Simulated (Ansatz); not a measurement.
System: CH$_{3}$BFS (charge 0, doublet). It need not be the lowest isomer of its formula. 
Structure (B3LYP-D3(BJ)/def2-TZVP (Ansatz, a quantum-chemistry and plane-wave program) minimum search):
SMILES: CS[B]F
```xyz
7

C     -1.9048    -0.0693     0.3445
S     -0.3509     0.4543    -0.4678
B      0.8628    -0.4902     0.4372
F      2.1529    -0.4363     0.1959
H     -2.0518    -1.1388     0.2249
H     -1.8882     0.1952     1.3979
H     -2.7074     0.4687    -0.1554
```
Charge 0, spin multiplicity 2.

Property: atomisation energy (electronic, to ground-state atoms), in kcal/mol. Valence correlation only, unless marked. UHF or UKS for open shells. No spin-orbit coupling. No relativistic terms. The coupled-cluster limit lacks core correlation, which all-electron functionals hold. Basis-set limits of correlation are two-point, X^-3; Hartree-Fock from the larger set.

```tsv
level	program	atomisation energy (kcal/mol)
SVWN5/def2-TZVPD	Ansatz	715.0
BLYP-D3(BJ)/def2-TZVPD	Ansatz + dftd3	618.2
PBE0/6-31G*	Ansatz	___
B2GP-PLYP/def2-TZVPD	Ansatz	___
SCS-MP2/STO-3G	Ansatz	621.7
CCSD(T)/CBS(cc-pV(T+d)Z,cc-pV(Q+d)Z)	Ansatz	614.5
```

Question: Fill in the missing entries.

Answer: 
- PBE0/6-31G*, atomisation energy (kcal/mol): 621.2
- B2GP-PLYP/def2-TZVPD, atomisation energy (kcal/mol): 608.6
